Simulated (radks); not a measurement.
Numerical settings for the tellurium ion Te+, [Kr] 4d10 5s2 5p3. All-electron calculation, Dirac Kohn-Sham, PBE, spin-unpolarised, spherical densities, point nucleus; open shells fill j = l - 1/2 first. Program: a radial shooting solver on a logarithmic mesh with Libxc functionals. The defaults (mesh step 0.008 in ln r, mesh end at 40 bohr or more with all orbitals vanishing there, Anderson mixing 0.5 over 9 steps, residual threshold near 1e-9 with the energy settled to 1e-9 hartree or 1e-11 of itself, here a cap of 78 iterations) give E = -6796.4788 hartree and 5p3/2 at -13.255 eV in 14 iterations. Times are rough (one thread of a shared host). Changes against that run (0 stands for a change within the tolerance of the run):

setting                    iterations         converged  E (mhartree)  e(5p3/2) (meV)  CPU (s)
mesh step in ln r 0.08              4                no      diverged               -     0.03
mesh step in ln r 0.03             14               yes      +0.00593               0     0.07
mesh step in ln r 0.003            14               yes             0               0     0.47
mesh end (bohr) 2                  13  level above zero     +1.37e+04       +9.76e+04     0.13
mesh end (bohr) 20                 14               yes             0               0     0.18
residual threshold 0.01             8               yes             0           +3.66     0.13
residual threshold 1e-05           10               yes             0         -0.0921     0.15
mixing 0.2                         15               yes             0               0      0.2
linear mixing, mixing 0.2          78                no             0               0     0.69
linear mixing, mixing 1            78                no     +9.03e+04       +1.02e+04      2.1
mixing history 2                   19               yes             0               0     0.22
iteration cap 8                     8                no             0          +0.832     0.11

Settled on a wrong energy, with an occupied level pushed above zero by the early mesh end: mesh end (bohr) 2 (+13.7 hartree). Apart from these: no run marked as converged misses the energy by more than 1 mhartree. A mesh that ends early acts as a hard wall.
